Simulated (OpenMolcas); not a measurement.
**Ni2+: input and output**

Input:

```
&GATEWAY
Coord
1

Ni 0.0 0.0 0.0
Basis=ANO-R2
Group=XYZ
NoMove
AngMom=0.0 0.0 0.0
AMFI
&SEWARD
&RASSCF
FileOrb=start.orb
Symmetry=1
Spin=3
nActEl=8 0 0
Inactive=3 6
Ras2=5 0
CIRoot=10 10 1
SDav=10
CIMx=300
Iter=120 100
PrWF=0.3
OrbListing=Nothing
MaxOrb=0
Atom
>>> COPY $Project.JobIph JOBPRE
&RASSCF
FileOrb=start.orb
Symmetry=1
Spin=3
nActEl=8 0 0
Inactive=3 6
Ras2=10 0
CIRoot=10 10 1
SDav=500
CIMx=300
Iter=120 100
PrWF=0.3
OrbListing=Nothing
MaxOrb=0
Atom
>>> COPY $Project.JobIph JOB001
&RASSCF
FileOrb=start.orb
Symmetry=1
Spin=1
nActEl=8 0 0
Inactive=3 6
Ras2=10 0
CIRoot=15 15 1
SDav=500
CIMx=300
Iter=120 100
PrWF=0.3
OrbListing=Nothing
MaxOrb=0
Atom
>>> COPY $Project.JobIph JOB002
&RASSI
NrOfJobIphs=2 10 15
1 2 3 4 5 6 7 8 9 10
1 2 3 4 5 6 7 8 9 10 11 12 13 14 15
IphNames
JOB001
JOB002
EJob
SpinOrbit
DIPRint=1.0
SOCoupling=1000.0
Subsets=2
MEES
Property=10
'ANGMOM' 1 'ANGMOM' 2 'ANGMOM' 3 'MLTPL  1' 1 'MLTPL  1' 2 'MLTPL  1' 3
'AMFI' 1 'AMFI' 2 'AMFI' 3 'MLTPL  2' 6
SOProperty=3
'ANGMOM' 1 'ANGMOM' 2 'ANGMOM' 3
```

A driver script runs the steps one by one and writes start.orb anew before each from the orbitals found so far.

Output, cut to the results:

```
--- SEWARD ---
Basis set label: NI.ANO-R...6S5P4D2F1G.

      Electronic valence basis set:
      ------------------
      Associated Effective Charge  28.000000 au
      Associated Actual Charge     28.000000 au
      Nuclear Model: Finite nucleus - Gaussian distribution
        Gaussian exponent, Xi/bohr**(-2):  2.89964E+08

      Shell  nPrim  nBasis  Cartesian Spherical Contaminant
         s      20       6        X
         p      12       5        X
         d       9       4                 X
         f       5       2                 X
         g       4       1                 X
                  Relativistic X2C integrals
                  Atomic mean-field integrals
--- RASSCF ---
Wave function specifications:
      -----------------------------

      Number of closed shell electrons          18
      Number of electrons in active shells       8
      Max number of holes in RAS1 space          0
      Max nr of electrons in RAS3 space          0
      Number of inactive orbitals                9
      Number of active orbitals                 10
      Number of secondary orbitals              45
      Spin quantum number                      1.0
      State symmetry                             1
Orbital specifications:
      -----------------------

      Symmetry species                           1   2
                                                ag  au
      Frozen orbitals                            0   0
      Inactive orbitals                          3   6
      Active orbitals                           10   0
      RAS1 orbitals                              0   0
      RAS2 orbitals                             10   0
      RAS3 orbitals                              0   0
      Secondary orbitals                        22  23
      Deleted orbitals                           0   0
      Number of basis functions                 35  29
      Number of CSFs                         20790
      Number of root(s) required                10
      Iter CI   SX   CI       RASSCF       Energy    max ROT     max BLB   max BLB  Level Ln srch  Step   QN
          iter iter root      energy       change     param      element    value   shift minimum  type update
 Nr of preliminary CI iterations:   5
      Total energies have been shifted. Add                -1000.00 au
        1   1    9    0  -518.35368491    0.00E+00  -1.98E-01*   5  18 1 -3.21E-02*  0.00   0.00    SX    NO
        2   5    9    0  -518.36618117   -1.25E-02*  3.88E-02    6  10 2  1.44E-02*  0.00   0.00    SX    NO
        3   4    9    0  -518.36741160   -1.23E-03* -1.89E-02    6  10 2 -1.02E-02*  0.00   0.00    SX    NO
        4   5    9    0  -518.36767365   -2.62E-04* -8.09E-03    6  10 2  2.61E-03*  0.00   0.00    SX    NO
        5   5    8    0  -518.36771944   -4.58E-05* -4.86E-03    6  10 2 -8.45E-04*  0.00   1.62    LS   YES
        6   5    8    0  -518.36772951   -1.01E-05*  1.83E-03    6  10 2 -1.92E-03*  0.00   1.16    QN   YES
        7   5    6    0  -518.36773191   -2.40E-06*  4.93E-04    6  10 2  2.82E-04*  0.00   0.98    QN   YES
        8   5    6    0  -518.36773202   -1.04E-07* -5.97E-05    6   7 2 -1.97E-05   0.00   1.00    QN   YES
        9   3    5    0  -518.36773202   -4.63E-09  -2.21E-04    6  10 2  7.91E-05   0.00   1.25    QN   YES
      Convergence after  9 iterations
       10   4    5    0  -518.36773199    2.79E-08* -2.21E-04    6  10 2 -1.54E-04*  0.00   1.25    QN   YES
      Natural orbitals and occupation numbers for root  1
      sym 1:   1.725116   1.261336   1.990438   1.261490   1.724938   0.008069   0.005704   0.007936   0.005581   0.009393
      Natural orbitals and occupation numbers for root  2
      sym 1:   1.459824   1.526620   1.990406   1.459879   1.526564   0.006656   0.007029   0.006616   0.006990   0.009416
      Natural orbitals and occupation numbers for root  3
      sym 1:   1.990453   1.221516   1.221611   1.764828   1.764918   0.005476   0.008172   0.009384   0.008241   0.005400
::    RASSCF root number  1 Total energy:  -1518.39343255
::    RASSCF root number  2 Total energy:  -1518.39343255
::    RASSCF root number  3 Total energy:  -1518.39343254
::    RASSCF root number  4 Total energy:  -1518.39343254
::    RASSCF root number  5 Total energy:  -1518.39343253
::    RASSCF root number  6 Total energy:  -1518.39343253
::    RASSCF root number  7 Total energy:  -1518.39343253
::    RASSCF root number  8 Total energy:  -1518.30776408
...
--- RASSI ---
SPIN-FREE ENERGIES:
  (Shifted by EMIN (a.u.) =      -1518.3934325481)

 SF State       Relative EMIN(au)   Rel lowest level(eV)    D:o, cm**(-1)      L_eff

     1             0.0000000000        0.0000000000              0.0000         3.0
     2             0.0000000012        0.0000000324              0.0003         3.0
     3             0.0000000085        0.0000002324              0.0019         3.0
     4             0.0000000115        0.0000003119              0.0025         3.0
     5             0.0000000180        0.0000004894              0.0039         3.0
     6             0.0000000180        0.0000004894              0.0039         3.0
     7             0.0000000222        0.0000006048              0.0049         3.0
    11             0.0732902345        1.9943288802          16085.3472         2.0
    12             0.0732902345        1.9943288802          16085.3472         2.0
    13             0.0732902351        1.9943288960          16085.3473         2.0
    14             0.0732902359        1.9943289159          16085.3475         2.0
    15             0.0732902359        1.9943289159          16085.3475         2.0
     8             0.0856684662        2.3311577232          18802.0550         1.0
     9             0.0856684881        2.3311583200          18802.0599         1.0
    10             0.0856684997        2.3311586347          18802.0624         1.0
    16             0.1128038172        3.0695482403          24757.5762         4.0
    17             0.1128038172        3.0695482403          24757.5762         4.0
    18             0.1128038189        3.0695482869          24757.5766         4.0
    19             0.1128038189        3.0695482869          24757.5766         4.0
    20             0.1128038199        3.0695483133          24757.5768         4.0
    21             0.1128038204        3.0695483262          24757.5769         4.0
...
```

Levels above the lowest, from the spin-orbit matrix, grouped by J:

```csv
Configuration,Term,J,E (cm⁻¹),Measured (cm⁻¹),g,Term weight %
3d⁸,³F,4,0.0,0.0,1.250,100
3d⁸,³F,3,1350,1361,1.084,100
3d⁸,³F,2,2274,2270,0.668,99
3d⁸,¹D,2,16807,14032,1.059,87
3d⁸,³P,2,19845,16662,1.440,88
3d⁸,³P,1,20162,16978,1.501,100
3d⁸,³P,0,20431,17231,,100
3d⁸,¹G,4,25792,23109,1.000,100
3d⁸,¹S,0,61394,52532,,100
```

Against the 8 measured excited levels shown (Corliss and Sugar, J. Phys. Chem. Ref. Data 10, 197 (1981)) the mean absolute deviation is 3000 cm-1; the largest miss in energy is 3d⁸ ¹S₀: computed 61394, measured 52532 cm⁻¹ (+16.9 %).

Without dynamic correlation excited terms often stand tens of per cent too high (terms of higher spin than the ground term too low), and those without a measured partner can miss by more than the paired ones. Active for correlation alone: 4d; no level in the range computed is led by a configuration that fills it, so any true level of that kind is missing. Computed and measured levels are paired by configuration, term and J; levels that our copy of the source lacks, or whose pairing is in doubt (as where it misses far off the trend of its configuration), stay unpaired and out of the deviations. Only configurations of the active space appear. The first state left out of the spin-orbit step lies near 350000 cm-1 above the lowest spin-free state of the reference (among the parities and spins computed), and the list stops at four fifths of that energy or lower.

The term weight is that of the spin-free term in the level, not the purity of its configuration.
